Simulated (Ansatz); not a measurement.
Relaxation of the cluster Sn4H7⁻ with RKS PBE-D4/def2-SVPD.

```sh
$ ansatz run in.yaml --threads 4 --pin off --events-out ev --progress --plain --max-ram 4787MiB
```

```yaml
crystal:
  periodic: [false, false, false]
  atoms:
    - {symbol: Sn, position_ang: [2.614890, -0.136970, 0.877890]}
    - {symbol: Sn, position_ang: [-0.422050, 0.486850, 0.503400]}
    - {symbol: Sn, position_ang: [1.062160, -0.694240, -1.576730]}
    - {symbol: Sn, position_ang: [-1.796650, -0.207140, -2.139500]}
    - {symbol: H, position_ang: [2.129250, -1.706560, 1.580200]}
    - {symbol: H, position_ang: [-2.219540, -1.789760, -1.425970]}
    - {symbol: H, position_ang: [-0.759930, 2.127600, 0.950650]}
    - {symbol: H, position_ang: [1.441000, 0.941320, -2.166480]}
    - {symbol: H, position_ang: [1.471460, 0.639680, 2.060080]}
    - {symbol: H, position_ang: [-1.291490, -0.195630, 1.832690]}
    - {symbol: H, position_ang: [-2.229090, 0.534850, -0.496220]}
basis:
  gaussian: {orbitals: def2-SVPD}
total_charge: -1
hamiltonian: {xc: pbe, dispersion: d4}
scf: {lower_state_search: "off"}
output: {orbitals: {seedname: orbitals}}
relax: {f_tol: 0.02, max_steps: 100}
```

Hardware: 4 threads of Arm Neoverse V2 on a shared host. Wall time 16 s.

Positions (Å) and forces (eV/Å) at steps 1, 2, 3, 4, 5, 6 of 6:

```xyz
11
step=1 energy=-23441.0274 eV
Sn    2.615   -0.137    0.878    0.737   -0.074    0.255
Sn   -0.422    0.487    0.503   -0.235    0.303    0.903
Sn    1.062   -0.694   -1.577    0.465   -0.391   -0.631
Sn   -1.797   -0.207   -2.139   -0.444   -0.059   -0.620
H     2.129   -1.707    1.580   -0.023   -0.214    0.105
H    -2.220   -1.790   -1.426   -0.097   -0.188    0.102
H    -0.760    2.128    0.951    0.184    0.343   -0.212
H     1.441    0.941   -2.166    0.043    0.263   -0.090
H     1.471    0.640    2.060   -0.222    0.224    0.057
H    -1.291   -0.196    1.833   -0.015   -0.416    0.093
H    -2.229    0.535   -0.496   -0.393    0.209    0.037
11
step=2 energy=-23441.1711 eV
Sn    2.768   -0.166    0.995   -0.411   -0.102   -0.132
Sn   -0.470    0.530    0.640    0.530   -0.349   -0.779
Sn    1.162   -0.719   -1.704   -0.375    0.430    0.516
Sn   -1.939   -0.234   -2.237    0.327   -0.082    0.494
H     2.161   -1.752    1.627    0.046    0.026    0.062
H    -2.269   -1.824   -1.428   -0.070    0.022   -0.042
H    -0.709    2.245    0.908    0.019   -0.028    0.034
H     1.468    0.989   -2.207    0.029    0.056   -0.034
H     1.466    0.684    2.050   -0.050    0.014   -0.088
H    -1.311   -0.326    1.898   -0.031   -0.008    0.074
H    -2.326    0.573   -0.542   -0.015    0.021   -0.106
11
step=3 energy=-23441.2286 eV
Sn    2.668   -0.215    0.990    0.371   -0.015    0.033
Sn   -0.388    0.495    0.485   -0.431    0.352    0.820
Sn    1.099   -0.559   -1.616    0.439   -0.480   -0.595
Sn   -1.901   -0.283   -2.136   -0.149    0.019   -0.265
H     2.139   -1.789    1.689   -0.083   -0.050   -0.004
H    -2.312   -1.866   -1.378    0.035   -0.046    0.083
H    -0.647    2.187    0.820    0.062    0.090   -0.050
H     1.466    1.099   -2.198   -0.059    0.123    0.074
H     1.442    0.655    2.064   -0.089    0.078   -0.022
H    -1.239   -0.284    1.786    0.034   -0.130    0.003
H    -2.327    0.560   -0.507   -0.130    0.059   -0.077
11
step=4 energy=-23441.3273 eV
Sn    2.693   -0.289    0.968    0.019   -0.021    0.085
Sn   -0.385    0.514    0.550   -0.075    0.025    0.115
Sn    1.156   -0.571   -1.681    0.063    0.323   -0.108
Sn   -1.877   -0.360   -2.150   -0.079   -0.048    0.009
H     2.000   -1.824    1.649   -0.005    0.052   -0.017
H    -2.218   -1.897   -1.243    0.014    0.057   -0.008
H    -0.610    2.238    0.829    0.028   -0.139   -0.029
H     1.413    1.209   -2.106   -0.041   -0.304    0.077
H     1.424    0.687    1.960    0.009   -0.012   -0.018
H    -1.243   -0.319    1.833    0.067    0.063   -0.099
H    -2.353    0.611   -0.611   -0.001    0.004   -0.005
11
step=5 energy=-23441.3371 eV
Sn    2.697   -0.302    0.981   -0.037   -0.011    0.024
Sn   -0.371    0.481    0.534   -0.011    0.124    0.009
Sn    1.178   -0.539   -1.714   -0.001    0.012    0.004
Sn   -1.889   -0.380   -2.148   -0.008   -0.014    0.036
H     1.945   -1.812    1.645    0.014    0.022   -0.007
H    -2.198   -1.884   -1.184    0.001    0.020   -0.015
H    -0.598    2.193    0.820    0.027   -0.014   -0.038
H     1.387    1.225   -2.063    0.009   -0.006   -0.012
H     1.424    0.699    1.940    0.035   -0.029   -0.007
H    -1.232   -0.312    1.817   -0.022   -0.081    0.034
H    -2.342    0.631   -0.628   -0.007   -0.024   -0.028
11
step=6 energy=-23441.3397 eV
Sn    2.694   -0.299    0.983   -0.002   -0.003    0.006
Sn   -0.376    0.496    0.539    0.001   -0.005   -0.002
Sn    1.172   -0.536   -1.705    0.004   -0.002   -0.006
Sn   -1.890   -0.377   -2.144   -0.005   -0.003    0.002
H     1.949   -1.808    1.649    0.002    0.000   -0.004
H    -2.202   -1.881   -1.186    0.003    0.000   -0.002
H    -0.595    2.208    0.815   -0.001    0.006    0.002
H     1.400    1.219   -2.082   -0.001   -0.002    0.001
H     1.426    0.692    1.949    0.003    0.004    0.005
H    -1.226   -0.340    1.807    0.001    0.002   -0.001
H    -2.351    0.626   -0.625   -0.006    0.003   -0.001
```

In the def2 sets Sn takes a core potential; there is no spin–orbit coupling. Another isomer (singlet) lies 0.74 eV lower at PBE0-D4/def2-TZVPD; other spin states weren't run for this one.
